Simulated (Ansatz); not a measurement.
C2H7BO2Se, SMILES `CC[Se]B(O)O`, relaxed with RKS PBE0-D4/def2-TZVP in Ansatz from a GFN2-xTB geometry. The force threshold is 0.005 eV/Å; the program also tests the step.

Total charge 0; spin multiplicity 1.

Start:

```xyz
13

C    -0.064   -0.597    2.345
C    -0.383   -0.082    0.957
Se    1.216   -0.118   -0.221
B     0.365    0.387   -1.914
O     1.039    0.519   -3.071
O    -0.959    0.599   -1.857
H    -0.955   -0.547    2.969
H     0.720    0.004    2.804
H     0.278   -1.628    2.300
H    -1.137   -0.692    0.462
H    -0.720    0.953    0.979
H     1.982    0.364   -3.072
H    -1.382    0.838   -2.681
```

```json
{"step": "1", "energy (eV)": "-72299.2634", "largest force (eV/Å)": "0.692", "largest move (Å)": "0.000"}
{"step": "2", "energy (eV)": "-72299.2942", "largest force (eV/Å)": "0.458", "largest move (Å)": "0.078"}
{"step": "3", "energy (eV)": "-72299.3050", "largest force (eV/Å)": "0.171", "largest move (Å)": "0.045"}
{"step": "4", "energy (eV)": "-72299.3096", "largest force (eV/Å)": "0.109", "largest move (Å)": "0.041"}
{"step": "5", "energy (eV)": "-72299.3110", "largest force (eV/Å)": "0.110", "largest move (Å)": "0.025"}
{"step": "6", "energy (eV)": "-72299.3121", "largest force (eV/Å)": "0.010", "largest move (Å)": "0.014"}
{"step": "7", "energy (eV)": "-72299.3122", "largest force (eV/Å)": "0.004", "largest move (Å)": "0.011"}
{"step": "8", "energy (eV)": "-72299.3122", "largest force (eV/Å)": "0.005", "largest move (Å)": "0.015"}
{"step": "9", "energy (eV)": "-72299.3123", "largest force (eV/Å)": "0.008", "largest move (Å)": "0.013"}
{"step": "10", "energy (eV)": "-72299.3123", "largest force (eV/Å)": "0.012", "largest move (Å)": "0.026"}
{"step": "11", "energy (eV)": "-72299.3123", "largest force (eV/Å)": "0.012", "largest move (Å)": "0.011"}
{"step": "12 (rejected)", "energy (eV)": "-72299.3123", "largest force (eV/Å)": "0.018", "largest move (Å)": "0.017"}
{"step": "13", "energy (eV)": "-72299.3124", "largest force (eV/Å)": "0.010", "largest move (Å)": "0.008"}
{"step": "14", "energy (eV)": "-72299.3124", "largest force (eV/Å)": "0.003", "largest move (Å)": "0.008"}
{"step": "15", "energy (eV)": "-72299.3124", "largest force (eV/Å)": "0.003", "largest move (Å)": "0.005"}
```

End:

```xyz
13

C    -0.029   -0.575    2.341
C    -0.408   -0.142    0.943
Se    1.167   -0.198   -0.230
B     0.324    0.398   -1.894
O     1.037    0.528   -3.051
O    -1.003    0.690   -1.901
H    -0.905   -0.544    2.993
H     0.732    0.080    2.770
H     0.361   -1.596    2.352
H    -1.158   -0.797    0.503
H    -0.787    0.878    0.922
H     1.967    0.306   -2.976
H    -1.299    0.971   -2.772
```

It took 26 s on 2 threads of an AMD EPYC 7R13 on a shared host and a share of an NVIDIA H100 80 GB, with 0.93 GiB of host memory at the peak.
